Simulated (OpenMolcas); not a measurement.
SnNH4F (SMILES [NH2][SnH2][F]): the vertical ionisation energy, rung by rung

SnNH4F has 7 atoms, charge 0, and is taken as a singlet. As SMILES, `[NH2][SnH2][F]`. Geometry: relaxed at PBE0-D4/def2-TZVP. This is one conformer, not always the lowest.

Each level gives the vertical ionisation energy (to the doublet cation) (eV). The values are calculated.

```json
{"level": "PBE/def2-SVP (core potential)", "kind": "GGA", "program": "OpenMolcas", "value (eV)": "9.69", "CPU time (all runs)": "2.2 min"}
{"level": "revPBE/def2-SVP (core potential)", "kind": "GGA", "program": "OpenMolcas", "value (eV)": "9.63", "CPU time (all runs)": "80 s"}
{"level": "TPSS/def2-SVP (core potential)", "kind": "meta-GGA", "program": "OpenMolcas", "value (eV)": "9.65", "CPU time (all runs)": "1.8 min"}
{"level": "r2SCAN/def2-SVP (core potential)", "kind": "meta-GGA", "program": "OpenMolcas", "value (eV)": "9.71", "CPU time (all runs)": "84 s"}
{"level": "B3LYP/def2-SVP (core potential)", "kind": "global hybrid", "program": "OpenMolcas", "value (eV)": "9.85", "CPU time (all runs)": "54 s"}
{"level": "BHLYP/def2-SVP (core potential)", "kind": "global hybrid", "program": "OpenMolcas", "value (eV)": "9.70", "CPU time (all runs)": "51 s"}
{"level": "M06-2X/def2-SVP (core potential)", "kind": "hybrid meta-GGA", "program": "OpenMolcas", "value (eV)": "10.01", "CPU time (all runs)": "74 s"}
{"level": "PBE0/def2-SVP (core potential)", "kind": "global hybrid", "program": "OpenMolcas", "value (eV)": "9.82", "CPU time (all runs)": "54 s"}
```

Spin-orbit coupling, which can split open shells on such heavy atoms by tenths of an eV, is left out. The values span 9.63 to 10.01 eV. Times are those of the runs behind each value, whatever else they computed, on shared processors of several kinds: orders of magnitude only.
